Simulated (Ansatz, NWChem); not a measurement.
How basis sets differ on GeSe (Germanium monoselenide)

GeSe, singlet, SMILES `[Ge-]#[Se+]`. Each level relaxes the structure for itself.

Each level gives the equilibrium bond length (Å). The values are calculated.

Measured value to compare with: Huber and Herzberg, Constants of Diatomic Molecules gives the equilibrium bond length of the gas as 2.135 Å.

```csv
level,kind,program,value (Å),computed − measured
PBE/pcseg-0,GGA,NWChem,2.256,+0.121
PBE/pcseg-1,GGA,NWChem,2.181,+0.046
PBE/def2-SVP,GGA,Ansatz,2.169,+0.034
PBE/pcseg-2,GGA,NWChem,2.170,+0.035
```

Nearest: PBE/def2-SVP (+0.034 Å); farthest: PBE/pcseg-0 (+0.121 Å). All-electron rows without a relativistic Hamiltonian named are non-relativistic. Without the sets that lack polarisation functions the rows with a basis span only 2.169 to 2.181 Å.
